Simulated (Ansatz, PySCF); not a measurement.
Gas-phase reaction R1 → P1 + P2, each structure at its B3LYP-D3(BJ)/def2-TZVP stationary point, reached from a drawn start (curvature not checked).
R1: BF3 (SMILES FB(F)F), charge 0, multiplicity 1.
P1: BF2 (SMILES F[B]F), charge 0, multiplicity 2.
P2: F atom, charge 0, multiplicity 2.

P less R. No zero-point or thermal terms; singlets are restricted closed shells; open shells are unrestricted; no spin–orbit coupling.

Cores are frozen in the correlated methods. CBS: X⁻³ extrapolation of the correlation energy, Hartree–Fock from the larger set.

Run with Ansatz (Gaussian orbitals); PySCF for M06-2X. No computed number here is a measurement.

| level | reaction energy (kcal/mol) |
|---|---|
| PBE/def2-TZVPP | 171.34 |
| BLYP/def2-TZVPP | 168.24 |
| revPBE/def2-TZVPP | 164.27 |
| M06-2X/def2-TZVPP | 172.19 |
| B2PLYP/def2-TZVPP | 170.44 |
| MP2/cc-pVDZ | 169.87 |
| MP2/cc-pVTZ | 177.65 |
| CCSD/cc-pVQZ | … |
| CCSD(T)/CBS(cc-pVTZ, cc-pVQZ) | … |

Some entries are withheld; supply them.


- CCSD/cc-pVQZ, reaction energy (kcal/mol): 170.62
- CCSD(T)/CBS(cc-pVTZ, cc-pVQZ), reaction energy (kcal/mol): 174.15

Ansatz is a first-principles code.
